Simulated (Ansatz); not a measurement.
Correlation energies of C4H10Cl3NSi (`CC(C)(C)N[Si](Cl)(Cl)Cl`) by basis set

Z-matrix (Å, degrees):
```
C
C 1 1.522
H 1 1.093 2 111.6
H 1 1.091 2 111.1 3 -121.3
H 1 1.092 2 109.6 3 118.9
C 2 1.527 1 109.9 3 -59.7
C 2 1.524 1 109.6 3 179.4
N 2 1.469 1 109.9 3 61.3
H 6 1.093 2 110.9 1 -60.7
H 6 1.093 2 110.6 1 179.4
H 6 1.092 2 110.6 1 59.7
H 7 1.092 2 110.6 1 61.3
H 7 1.094 2 110.8 1 -179.3
H 7 1.092 2 110.6 1 -59.2
Si 8 1.680 2 131.5 1 -29.2
H 8 1.010 2 112.9 1 166.4
Cl 15 2.046 8 114.2 2 -49.9
Cl 15 2.039 8 114.1 2 71.6
Cl 15 2.038 8 106.0 2 -169.4
```

Total charge 0; spin multiplicity 1. The geometry is a stationary point of PBE0-D4/def2-TZVP. It is one conformer, not always the lowest. Frozen core, restricted reference, the Gaussian-basis code of Ansatz. CBS rows extrapolate triple and quadruple zeta; past MP2 they add the triple-zeta difference.

| basis | HF (Eh) | MP2 corr. | CCSD corr. | (T) | CCSD(T) total |
| --- | --- | --- | --- | --- | --- |
| def2-SVP | ? | -1.23623 | ? | ? | ? |
| def2-TZVPP | -1879.51092 | -1.59819 | -1.68892 | ? | ? |
| def2-QZVPP | -1879.56794 | -1.72641 | – | – | – |
| CBS(def2) | -1879.57580 | -1.82139 | -1.91212 | as TZ | -1881.56042 |

Fill in the withheld values. (Estimate.)

Ansatz gave: def2-SVP HF (Eh): -1878.69539; def2-SVP CCSD corr.: -1.33112; def2-SVP (T): -0.03724; def2-SVP CCSD(T) total: -1880.06375; def2-TZVPP (T): -0.07250; def2-TZVPP CCSD(T) total: -1881.27234.
